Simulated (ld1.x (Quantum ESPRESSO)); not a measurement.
Transferability test, RRKJ potential for Br (Z = 35)

| Quantity | Value |
| --- | --- |
| Element | Br (Z = 35) |
| Generator | ld1.x (Quantum ESPRESSO) 7.5 |
| Type | norm-conserving RRKJ (Kleinman–Bylander form) |
| Functional | PBE |
| Relativity | scalar-relativistic |
| Frozen core | [Ar] 3d10 |
| Valence charge | 7 |
| Reference configuration | 4s2 4p5 |
| Partial waves | 4s (bound): rc 1.20 bohr; 4p (bound): rc 1.75 bohr; 4d channel at 0.05 Ry: rc 1.55 bohr |
| Local potential | all-electron potential smoothed inside 1.40 bohr (lloc = -2) |
| Core correction | Bessel-smoothed model core inside 1.05 bohr |

Energies are relative to the spin-unpolarised reference configuration 4s2 4p5; without spin polarisation the order of configurations can differ from experiment.

(1) Give the all-electron excitation energy and the error of the potential for: 4s2 4p4; 4s2 4p3; 4s2 4p2; 4s2 4p1; 4s1 4p6; 4s2 4p5.3; 4s2 4p4.5.

Levels in the configuration 4s2 4p5.3:

```
level  all-electron (eV)  pseudo (eV)
   4s            -17.352      -17.353
   4p             -5.257       -5.258
```

Answers

(1)

| valence configuration | charge | ΔE all-electron (eV) | error AE − PS (meV) |
| --- | --- | --- | --- |
| 4s2 4p4 | +1 | 12.554 | -0.3 |
| 4s2 4p3 | +2 | 35.314 | +3.3 |
| 4s2 4p2 | +3 | 69.297 | +11 |
| 4s2 4p1 | +4 | 115.321 | +20 |
| 4s1 4p6 | 0 | 12.371 | -12 |
| 4s2 4p5.3 | -0.3 | -1.963 | +0.5 |
| 4s2 4p4.5 | +0.5 | 5.075 | -0.5 |
